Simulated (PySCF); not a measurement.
Computed shifts of a molecule CH8FNOSi2, HF/pcSseg-1 in PySCF, GIAO, gas phase, atoms alike by connectivity averaged where their shifts nearly agree, in ppm (number of nuclei): ²⁹Si: -34.8 (1), -35.3 (1). ¹⁵N: 20.6 (1). ¹³C: 74.8 (1). ¹⁹F: -263.5 (1). ¹H: 4.70 (1), 4.68 (1), 4.56 (1), 4.52 (2), 4.41 (1), 2.01 (1), 1.40 (1). References: ¹⁷O against H2O (σ = 333.0 ppm); ²⁹Si against TMS (σ = 393.8 ppm); ¹⁵N against NH3 (σ = 267.3 ppm); ¹³C against TMS (σ = 192.6 ppm); ¹⁹F against CFCl3 (σ = 238.5 ppm); ¹H against TMS (σ = 31.99 ppm), references at their B3LYP-D3(BJ)/def2-TZVP geometries, non-relativistic. Geometry: B3LYP-D3(BJ)/def2-SVP. Other conformers were not sampled.

Q: Which molecule gave these data?
A) O[SiH2]N[SiH2]CF
B) NC[SiH2][Si@@H](O)F
C) CN([SiH2]O)[SiH2]F
D) CO[Si@@H](N)[SiH2]F

A: A, O[SiH2]N[SiH2]CF
